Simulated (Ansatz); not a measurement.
Reaction (substitution at a C–Si bond): `C#C[Si](Cl)(Cl)C#C` + `[CH3][AlH][OH]` → `C#C[O][AlH][CH3]` + `C#C[SiH](Cl)Cl`

Calculated with Ansatz (gas phase, PBE0-D4/def2-TZVP geometries, no zero-point term in ΔE). CCSD(T)/CBS adds triple-zeta CCSD(T) − MP2 to the extrapolated MP2 energy (def2 sets, frozen cores). DFT in def2-TZVPP. B3LYP here is the variant with VWN-RPA as its local correlation; programs differ in this. HSE06 is defined as in plane-wave codes. One conformer a species, not always the lowest.

```csv
level,ΔE (kJ/mol),difference from CCSD(T)/CBS
LDA (SPW92),85.2,-34.5
PBE-D4,97.1,-22.6
revPBE-D4,101.0,-18.7
BLYP-D4,102.6,-17.1
r2SCAN-D4,104.1,-15.6
B97M-V,108.5,-11.2
PBE0-D4,98.5,-21.2
B3LYP-D4,102.4,-17.3
r2SCANh-D4,103.7,-16.0
r2SCAN0-D4,102.9,-16.8
BHLYP-D4,103.3,-16.4
CAM-B3LYP-D4,100.4,-19.3
ωB97X-V,101.5,-18.2
B2PLYP,109.1,-10.6
PBE-QIDH,108.5,-11.2
PBE,93.9,-25.8
revPBE,95.2,-24.5
BLYP,96.2,-23.5
r2SCAN,103.2,-16.5
PBE0,95.6,-24.1
B3LYP,97.2,-22.5
r2SCANh,102.7,-17.0
r2SCAN0,101.8,-17.9
HSE06,95.6,-24.1
BHLYP,98.6,-21.1
CAM-B3LYP,97.2,-22.5
RPA@PBE/def2-TZVPP,114.4,-5.3
HF/def2-SVP,81.9,-37.8
CCSD/def2-SVP,93.9,-25.8
CCSD(T)/def2-SVP,94.7,-25.0
HF/def2-TZVPP,96.8,-22.9
MP2/def2-TZVPP,126.7,7.0
SCS-MP2/def2-TZVPP,122.1,2.4
CCSD/def2-TZVPP,114.9,-4.8
CCSD(T)/def2-TZVPP,117.5,-2.2
HF/def2-QZVPP,96.3,-23.4
MP2/def2-QZVPP,127.8,8.1
SCS-MP2/def2-QZVPP,123.4,3.7
HF/CBS(def2),96.2,-23.5
CCSD/CBS(def2),117.2,-2.5
CCSD(T)/CBS,119.7,0
```

Largest T1 diagnostic among the species: 0.013.

Leaving LDA and LC-ωPBE aside and taking each functional with its dispersion term where it has one, the values spread over 12.0 kJ/mol, from PBE-D4 to B2PLYP. LDA lies −8.7 kJ/mol from PBE without D4. At CCSD(T), def2-SVP lies −25.0 kJ/mol from the extrapolated value and def2-TZVPP −2.2 kJ/mol.
